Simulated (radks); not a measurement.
Question: The mean radii <r> (bohr) of the occupied orbitals of an atom or ion are listed with their occupations. Method: scalar-relativistic Kohn-Sham, PBEsol, spin-polarised, spherical densities, point nucleus; computed with a radial shooting solver on a logarithmic mesh with Libxc functionals.

| orbital | occ. | <r> |
|---|---|---|
| 1s down | 1 | 0.01835 |
| 1s up | 1 | 0.01835 |
| 2s up | 1 | 0.07758 |
| 2s down | 1 | 0.07758 |
| 2p up | 3 | 0.06945 |
| 2p down | 3 | 0.06945 |
| 3s up | 1 | 0.2011 |
| 3s down | 1 | 0.2011 |
| 3p up | 3 | 0.2014 |
| 3p down | 3 | 0.2014 |
| 3d up | 5 | 0.1824 |
| 3d down | 5 | 0.1824 |
| 4s up | 1 | 0.4496 |
| 4s down | 1 | 0.4496 |
| 4p up | 3 | 0.4781 |
| 4p down | 3 | 0.4781 |
| 4d up | 5 | 0.5115 |
| 4d down | 5 | 0.5114 |
| 5s up | 1 | 1.061 |
| 5s down | 1 | 1.056 |
| 5p up | 3 | 1.225 |
| 5p down | 3 | 1.218 |
| 4f up | 7 | 0.6061 |
| 4f down | 7 | 0.6032 |
| 5d up | 2 | 1.657 |

Name the element and its charge. Open shells, if any, are filled with parallel spins first.

Answer: Z = 74, tungsten, charge +4: W4+ in [Xe] 4f14 5d2. The 1s radius gives Z: for a bare nucleus <r> = (2 gamma + 1)/(2Z) with gamma = sqrt(1 - (Z/c)^2), 0.01813 bohr for Z = 74, and screening makes it slightly larger (0.01835 here). The occupations add up to 70, and the charge is Z minus that.
